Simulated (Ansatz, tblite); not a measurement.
Cost and result up the ladder for the cluster B4H4⁻ (8 atoms). The state is a doublet with charge -1. Geometry: r2SCAN-D4/def2-TZVPD.

```xyz
8

B     0.4645    0.6464   -0.6775
B     0.5063   -0.5768    0.7091
B    -0.5551    0.6559    0.5951
B    -0.4158   -0.7252   -0.6278
H    -1.0177   -1.5167   -1.3063
H    -1.3068    1.3493    1.2303
H     1.1191    1.3527   -1.3999
H     1.2055   -1.1856    1.4770
```

Ansatz on 4 threads of Arm Neoverse V1 on a shared host; xTB runs through tblite on one thread. Times are rough, summed over both states, and most runs start from the orbitals of an earlier one. No level here is sound enough to serve as a yardstick. The other state is a singlet.

The xTB rows come from tblite. The structure comes from a short search, and lower isomers may exist.

Raw xTB energies of ions are shifted by several eV, and xTB has no spin-polarisation term.

| level | functions | vertical IE (eV) | remarks |
| --- | --- | --- | --- |
| PBE0-D4/def2-TZVPD | 184 | 2.16 | restricted SCF unstable in HF (singlet) |
| r2SCAN-D4/def2-TZVPD (with forces) | 184 | 2.17 | HOMO above zero (-1 doublet), restricted SCF unstable in HF (singlet) |
| GFN2-xTB | 20 | 4.38 | – |
| PBE-D4/def2-TZVPD | 184 | 2.10 | HOMO above zero (-1 doublet), restricted SCF unstable in HF (singlet) |
| GFN1-xTB | 24 | 6.28 | – |

**Question.** Estimate how long each takes.

**Answer.** GFN1-xTB 0.004 s; GFN2-xTB 0.004 s; PBE-D4/def2-TZVPD 3.7 s; PBE0-D4/def2-TZVPD 4.5 s; r2SCAN-D4/def2-TZVPD (with forces) 7.5 s. On shared hardware such times vary by a factor of up to 3.
